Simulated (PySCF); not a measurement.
3-bromobuta-1,2-diene (C4H5Br), SMILES C=C=C(C)Br.

Geometry: B3LYP-D3(BJ)/def2-SVP.

Level of theory: B3LYP-D3(BJ)/def2-SVP (PySCF).

Frequencies are harmonic and unscaled.

```json
[
 {"mode": "1", "ν (cm⁻¹)": "150", "IR (km/mol)": "0.4", "Raman (Å⁴/amu)": "10.7", "depolarisation": "0.73", "moving atoms (share of kinetic energy)": "C 65 %, H 18 %, Br 17 %"},
 {"mode": "2", "ν (cm⁻¹)": "188", "IR (km/mol)": "1.3", "Raman (Å⁴/amu)": "0.1", "depolarisation": "0.75", "moving atoms (share of kinetic energy)": "H 90 %, C 10 %"},
 {"mode": "3", "ν (cm⁻¹)": "239", "IR (km/mol)": "4.2", "Raman (Å⁴/amu)": "0.6", "depolarisation": "0.75", "moving atoms (share of kinetic energy)": "C 60 %, H 39 %"},
 {"mode": "4", "ν (cm⁻¹)": "281", "IR (km/mol)": "0.6", "Raman (Å⁴/amu)": "3.8", "depolarisation": "0.72", "moving atoms (share of kinetic energy)": "C 60 %, H 28 %, Br 12 %"},
 {"mode": "5", "ν (cm⁻¹)": "428", "IR (km/mol)": "8.1", "Raman (Å⁴/amu)": "12.3", "depolarisation": "0.12", "moving atoms (share of kinetic energy)": "C 71 %, Br 24 %"},
 {"mode": "6", "ν (cm⁻¹)": "451", "IR (km/mol)": "0.4", "Raman (Å⁴/amu)": "3.0", "depolarisation": "0.75", "moving atoms (share of kinetic energy)": "C 78 %, H 22 %"},
 {"mode": "7", "ν (cm⁻¹)": "596", "IR (km/mol)": "0.1", "Raman (Å⁴/amu)": "5.9", "depolarisation": "0.75", "moving atoms (share of kinetic energy)": "H 98 %"},
 {"mode": "8", "ν (cm⁻¹)": "609", "IR (km/mol)": "29.6", "Raman (Å⁴/amu)": "11.5", "depolarisation": "0.26", "moving atoms (share of kinetic energy)": "C 86 %, H 14 %"},
 {"mode": "9", "ν (cm⁻¹)": "889", "IR (km/mol)": "34.5", "Raman (Å⁴/amu)": "0.8", "depolarisation": "0.75", "moving atoms (share of kinetic energy)": "H 73 %, C 27 %"},
 {"mode": "10", "ν (cm⁻¹)": "919", "IR (km/mol)": "14.1", "Raman (Å⁴/amu)": "9.0", "depolarisation": "0.53", "moving atoms (share of kinetic energy)": "C 61 %, H 39 %"},
 {"mode": "11", "ν (cm⁻¹)": "1000", "IR (km/mol)": "0.0", "Raman (Å⁴/amu)": "0.3", "depolarisation": "0.75", "moving atoms (share of kinetic energy)": "H 64 %, C 36 %"},
 {"mode": "12", "ν (cm⁻¹)": "1046", "IR (km/mol)": "0.1", "Raman (Å⁴/amu)": "0.6", "depolarisation": "0.75", "moving atoms (share of kinetic energy)": "H 70 %, C 30 %"},
 {"mode": "13", "ν (cm⁻¹)": "1079", "IR (km/mol)": "67.7", "Raman (Å⁴/amu)": "5.4", "depolarisation": "0.44", "moving atoms (share of kinetic energy)": "C 56 %, H 44 %"},
 {"mode": "14", "ν (cm⁻¹)": "1282", "IR (km/mol)": "15.2", "Raman (Å⁴/amu)": "45.8", "depolarisation": "0.40", "moving atoms (share of kinetic energy)": "C 53 %, H 46 %"},
 {"mode": "15", "ν (cm⁻¹)": "1390", "IR (km/mol)": "1.5", "Raman (Å⁴/amu)": "15.8", "depolarisation": "0.41", "moving atoms (share of kinetic energy)": "H 77 %, C 23 %"},
 {"mode": "16", "ν (cm⁻¹)": "1442", "IR (km/mol)": "10.4", "Raman (Å⁴/amu)": "14.5", "depolarisation": "0.75", "moving atoms (share of kinetic energy)": "H 97 %"},
 {"mode": "17", "ν (cm⁻¹)": "1446", "IR (km/mol)": "8.4", "Raman (Å⁴/amu)": "2.4", "depolarisation": "0.73", "moving atoms (share of kinetic energy)": "H 86 %, C 14 %"},
 {"mode": "18", "ν (cm⁻¹)": "1476", "IR (km/mol)": "5.9", "Raman (Å⁴/amu)": "24.2", "depolarisation": "0.70", "moving atoms (share of kinetic energy)": "H 65 %, C 35 %"},
 {"mode": "19", "ν (cm⁻¹)": "2077", "IR (km/mol)": "2.1", "Raman (Å⁴/amu)": "13.8", "depolarisation": "0.52", "moving atoms (share of kinetic energy)": "C 99 %"},
 {"mode": "20", "ν (cm⁻¹)": "3031", "IR (km/mol)": "15.0", "Raman (Å⁴/amu)": "198.7", "depolarisation": "0.02", "moving atoms (share of kinetic energy)": "H 97 %"},
 {"mode": "21", "ν (cm⁻¹)": "3109", "IR (km/mol)": "6.7", "Raman (Å⁴/amu)": "101.8", "depolarisation": "0.75", "moving atoms (share of kinetic energy)": "H 91 %, C 9 %"},
 {"mode": "22", "ν (cm⁻¹)": "3109", "IR (km/mol)": "3.6", "Raman (Å⁴/amu)": "288.9", "depolarisation": "0.14", "moving atoms (share of kinetic energy)": "H 95 %"},
 {"mode": "23", "ν (cm⁻¹)": "3135", "IR (km/mol)": "7.0", "Raman (Å⁴/amu)": "96.2", "depolarisation": "0.75", "moving atoms (share of kinetic energy)": "H 90 %, C 10 %"},
 {"mode": "24", "ν (cm⁻¹)": "3194", "IR (km/mol)": "0.5", "Raman (Å⁴/amu)": "166.1", "depolarisation": "0.75", "moving atoms (share of kinetic energy)": "H 89 %, C 11 %"}
]
```
